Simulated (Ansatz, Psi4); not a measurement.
Relaxed torsion scan: Ga(H)2(F)(SH2), H₄FGaS, singlet. Scanned: dihedral F4–Ga1–S5–H6; all other coordinates were relaxed at B3LYP-D3(BJ)/def2-SVP.

Atom numbering (GFN2-xTB optimised geometry, Å):
```
7

Ga     0.9923     0.2971    -0.2064
H      1.7109     0.7124     1.0861
H      1.5572    -0.6020    -1.3171
F     -0.1474     1.5026    -0.7951
S     -1.0138    -1.0769     0.6562
H     -1.5245     0.0660     1.1179
H     -1.5748    -0.8990    -0.5415
```

Levels: PBE/def2-TZVP // B3LYP-D3(BJ)/def2-SVP (Psi4); PBE-D3(BJ)/def2-TZVP // B3LYP-D3(BJ)/def2-SVP (Psi4); r2SCAN/def2-TZVP // B3LYP-D3(BJ)/def2-SVP (Psi4); CCSD(T)/cc-pVTZ = CCSD(T) on RHF/cc-pVTZ, cores with 3d frozen // B3LYP-D3(BJ)/def2-SVP (Ansatz, a program for electronic structure).

Energies relative to the lowest point of each profile, in kcal/mol; the last columns give the difference from CCSD(T):

```csv
φ / °,PBE/def2-TZVP,PBE-D3(BJ)/def2-TZVP,r2SCAN/def2-TZVP,CCSD(T)/cc-pVTZ,PBE/def2-TZVP − CCSD(T)/cc-pVTZ,PBE-D3(BJ)/def2-TZVP − CCSD(T)/cc-pVTZ,r2SCAN/def2-TZVP − CCSD(T)/cc-pVTZ
-160,0.97,1.03,1.11,0.84,0.14,0.20,0.28
-140,0.76,0.81,0.86,0.63,0.13,0.18,0.23
-120,0.50,0.52,0.61,0.47,0.03,0.05,0.14
-100,0.24,0.23,0.43,0.39,-0.15,-0.16,0.04
-80,0.04,0.02,0.19,0.25,-0.21,-0.23,-0.06
-60,0.00,0.00,0.01,0.02,-0.02,-0.02,-0.01
-40,0.00,0.00,0.00,0.00,0.00,0.00,0.00
-20,0.02,0.00,0.10,0.16,-0.13,-0.15,-0.06
0,0.13,0.11,0.32,0.31,-0.19,-0.20,0.01
20,0.37,0.38,0.53,0.44,-0.06,-0.06,0.09
40,0.68,0.72,0.79,0.57,0.11,0.15,0.22
60,0.92,0.97,1.05,0.77,0.15,0.20,0.28
80,1.16,1.22,1.37,1.02,0.14,0.21,0.36
100,1.41,1.50,1.69,1.26,0.15,0.24,0.43
180,1.23,1.30,1.47,1.09,0.14,0.21,0.38
```

PBE/def2-TZVP is furthest from CCSD(T)/cc-pVTZ at -80 (-0.21 kcal/mol, below); its mean absolute difference over the points is 0.12 kcal/mol.

PBE-D3(BJ)/def2-TZVP is furthest from CCSD(T)/cc-pVTZ at 100 (0.24 kcal/mol, above); its mean absolute difference over the points is 0.15 kcal/mol.

r2SCAN/def2-TZVP is furthest from CCSD(T)/cc-pVTZ at 100 (0.43 kcal/mol, above); its mean absolute difference over the points is 0.17 kcal/mol.
